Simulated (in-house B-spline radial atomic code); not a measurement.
A fraction x of an electron is removed from 5p in Sb II (Sb+), starting from [Kr] 4d10 5s2 5p2 and keeping the highest spin. Level of theory: scalar-relativistic (X2C) PBE0, spin-polarised, spherical fractional occupations, Fermi nucleus of rms radius 4.6802 fm; calculated with a B-spline radial code for spherical atoms.

Caution: exact exchange at fractional occupations of open shells leaves self-interaction of up to several eV.

```
   x  E(x) - E(0) (eV)  5p up level (eV)
   0            0.0000           -13.086
0.01            0.1312           -13.155
0.14            1.8998           -14.056
 0.3            4.2385           -15.179
0.43            6.2715           -16.100
 0.5            7.4160           -16.600
0.52            7.7494           -16.743
0.65            9.9867           -17.678
0.79           12.5325           -18.693
0.89           14.4382           -19.422
   1           16.6190           -20.229
```

The exact functional would give a straight line between the two integer points. Deviations E(x) - E(0) - x[E(1) - E(0)], in eV: -0.035 at x = 0.01, -0.427 at x = 0.14, -0.747 at x = 0.3, -0.875 at x = 0.43, -0.893 at x = 0.5, -0.892 at x = 0.52, -0.816 at x = 0.65, -0.597 at x = 0.79, -0.353 at x = 0.89.

The curve lies below the straight line by up to 0.893 eV (at x = 0.5): convex, the delocalisation error, to which spherically averaged exact exchange adds.

Q: How well does Slater's transition state (minus the level at half occupation) give the ionisation energy?

A: It gives 16.600 eV against 16.619 eV from the two total energies; NIST lists 16.63 eV, ground level to ground level. The end point has an open shell averaged over its orbitals, so its exact exchange keeps a self-interaction and this is no true integer point.
